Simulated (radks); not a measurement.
Trend from Lu4+ to Hg4+: ionisation energy by Delta-SCF between NIST ground configurations, and size. Calculated with a radial shooting solver on a logarithmic mesh with Libxc functionals: Dirac Kohn-Sham, PBE, spin-unpolarised, spherical densities, point nucleus; open shells are shared between the two j in proportion to 2j + 1.

species  configuration  IE (eV)  NIST (eV)       kind   -e(HOMO) (eV)  outermost  <r> outermost (bohr)
Lu4+         [Xe] 4f13   69.090       66.8  semi-emp.  56.753 (4f7/2)      5p3/2                  1.35
Hf4+         [Xe] 4f14   69.539      68.37  semi-emp.  57.041 (4f7/2)      5p3/2                  1.33
Ta4+     [Xe] 4f14 5d1   47.515      48.27  semi-emp.  40.730 (5d5/2)      5d5/2                  1.75
W4+      [Xe] 4f14 5d2   50.059       51.6  semi-emp.  43.029 (5d5/2)      5d5/2                  1.68
Re4+     [Xe] 4f14 5d3   52.585         52     theory  45.305 (5d5/2)      5d5/2                  1.61
Os4+     [Xe] 4f14 5d4   55.091         55     theory  47.554 (5d5/2)      5d5/2                  1.55
Ir4+     [Xe] 4f14 5d5   57.578         57     theory  49.775 (5d5/2)      5d5/2                  1.50
Pt4+     [Xe] 4f14 5d6   60.044         56     theory  51.970 (5d5/2)      5d5/2                  1.45
Au4+     [Xe] 4f14 5d7   62.492         60     theory  54.142 (5d5/2)      5d5/2                  1.40
Hg4+     [Xe] 4f14 5d8   64.924       61.2       exp.  56.292 (5d5/2)      5d5/2                  1.36

Reference values: NIST Atomic Spectra Database (exp. = measured, semi-emp. = semi-empirical, theory = theoretical value adopted there). Spin polarisation and multiplet splitting are left out, so open shells lie too high by an amount that depends on their filling. Sharing an open shell by 2j + 1 raises it above the true ground level by a part of the spin-orbit splitting, which enters the differences from NIST.

Beside tabulated values, note that spin-unpolarised runs miss the spin-polarisation part of the exchange energy of open shells.
